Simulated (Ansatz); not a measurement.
Calculated with Ansatz (gas phase, PBE0-D4/def2-TZVP geometries, no zero-point term in ΔE). CCSD(T)/CBS is the MP2 limit (def2-TZVPP, def2-QZVPP) plus CCSD(T) − MP2 in def2-TZVPP, frozen cores. This one scheme is used for every species. Functionals use def2-TZVPP. For Se outer-core shells are correlated without core-valence functions, which leaves a few kJ/mol of doubt a bond. Scalar relativity is left out up to krypton. One conformer a species, not always the lowest.

Consider the formal exchange of groups at the Al–F bond: `[F][AlH][SeH]` + `N[SiH3]` → `N[SiH2][AlH][SeH]` + H–F.

`[F][AlH][SeH]`:

Z-matrix (Å, degrees):
```
Al
F 1 1.647
Se 1 2.302 2 115.9
H 1 1.570 2 119.6 3 180.0
H 3 1.470 1 90.0 2 -180.0
```

`N[SiH3]`:

Cartesian coordinates in Å:
```
N -0.708 0.759 -0.245
Si 0.393 -0.525 0.066
H -0.368 1.624 -0.633
H -1.466 0.932 0.396
H 1.217 -0.725 -1.154
H 1.333 -0.319 1.208
H -0.401 -1.746 0.362
```

`N[SiH2][AlH][SeH]`:

Cartesian coordinates in Å:
```
N -0.197 0.268 -1.984
Si -0.966 0.746 -0.503
Al 0.099 -0.173 1.520
Se 1.943 -1.493 0.989
H -0.242 -0.703 -2.253
H 0.722 0.634 -2.181
H -2.391 0.309 -0.580
H -0.953 2.237 -0.460
H -0.259 -0.014 3.059
H 2.243 -1.810 2.392
```

H–F:

Z-matrix (Å, degrees):
```
F
H 1 0.920
```

```tsv
level	ΔE (kJ/mol)
r2SCAN-D4	188.4
r2SCAN	190.2
```

Problem. What does CCSD(T)/CBS give? (Estimate.)

Solution. Ansatz gave: +187.9 kJ/mol. The listed levels differ from it by 0.5, 2.3 kJ/mol.

Largest T1 diagnostic among the species: 0.011.

From PBE to PBE0 (25 % exact exchange), in def2-TZVPP and without D4, ΔE moves by +4.7 kJ/mol. In def2-TZVPP, CCSD(T) changes the Hartree–Fock value by −27.6 kJ/mol (the triples alone add −4.4 kJ/mol) and MP2 by −19.5 kJ/mol.
